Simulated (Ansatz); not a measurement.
Input and output for CH5O3Sc (`C[O][Sc]([OH])[OH]`).

```yaml
crystal:
  periodic: [false, false, false]
  atoms:
    - {symbol: C, position_ang: [-0.244766, -1.753348, -1.135573]}
    - {symbol: O, position_ang: [-0.111335, -0.610032, -0.368827]}
    - {symbol: Sc, position_ang: [0.129819, 0.952724, 0.620838]}
    - {symbol: O, position_ang: [-1.044867, 1.348204, 2.024742]}
    - {symbol: O, position_ang: [1.545244, 2.100991, 0.191058]}
    - {symbol: H, position_ang: [-0.109641, -2.655532, -0.525529]}
    - {symbol: H, position_ang: [0.496816, -1.781573, -1.944318]}
    - {symbol: H, position_ang: [-1.241347, -1.808936, -1.591789]}
    - {symbol: H, position_ang: [-1.671538, 1.497079, 2.725030]}
    - {symbol: H, position_ang: [2.251614, 2.710424, 0.004377]}
basis:
  gaussian: {orbitals: cc-pVTZ-DK}
magnetization: {spin_polarized: true, initial_magnetization: 2}
hamiltonian: {xc: {name: r2SCANh}}
scf: {lower_state_search: off}
output: {forces: true}
```

```sh
$ ansatz run in.yaml --threads 4 --pin off --events-out ev --progress --plain --max-ram 10444MiB
```

It prints (some lines left out):

```
Functional definition: r2SCANh
1435 factors; their error is unknown
mean field evaluation 1: about -28044.1407 eV, gradient 6.6e1 eV
mean field evaluation 2: about -27900.5659 eV, gradient 1.6e2 eV
mean field evaluation 4: about -28053.2079 eV, gradient 4.0e1 eV
mean field evaluation 8: about -28059.8305 eV, gradient 8.4e-1 eV
mean field evaluation 16: about -28059.8377 eV, gradient 7.1e-3 eV
mean field evaluation 32: about -28059.8377 eV, gradient 3.7e-5 eV
mean field -28059.83765311 eV, -1031.1800141109 hartree, gradient 6.6e-6 eV, S^2 2.011462; 0 other end points of the search recorded, 0 dependent functions left out
reference -28059.83769798 eV, -1031.1800157596 hartree; 29, 27 occupied and 229, 231 virtual orbitals, 1435 factors
Total energy: -28059.83769798 eV, -1031.1800157596 hartree
Relativity: scalar
Atom 0 at    -0.244766    -1.753348    -1.135573 Å, force    -0.563194    -0.088848     0.686849 eV/Å
Atom 1 at    -0.111335    -0.610032    -0.368827 Å, force    -0.225930    -2.736001    -1.975883 eV/Å
Atom 2 at     0.129819     0.952724     0.620838 Å, force     0.205799     1.370224     0.872330 eV/Å
Atom 3 at    -1.044867     1.348204     2.024742 Å, force    -0.889776     0.048366     0.868395 eV/Å
Atom 4 at     1.545244     2.100991     0.191058 Å, force     0.973807     0.638111    -0.413611 eV/Å
Atom 5 at    -0.109641    -2.655532    -0.525529 Å, force     0.233489     0.135946    -0.026830 eV/Å
Atom 6 at     0.496816    -1.781573    -1.944318 Å, force     0.087618     0.206990     0.014498 eV/Å
Atom 7 at    -1.241347    -1.808936    -1.591789 Å, force     0.136097     0.230647    -0.137866 eV/Å
Atom 8 at    -1.671538     1.497079     2.725030 Å, force    -0.033234     0.096768     0.106333 eV/Å
Atom 9 at     2.251614     2.710424     0.004377 Å, force     0.075325     0.097798     0.005786 eV/Å
Dipole moment:    -0.050164    -0.417842    -0.284619 e Å
Checks for a lower state left out: stability, starts, cluster_reference, orbital_swaps, neighbouring_geometries, increment
```

It took 12 s on 4 threads of an Arm Neoverse V1 on a shared host, with 0.85 GiB of host memory at the peak.
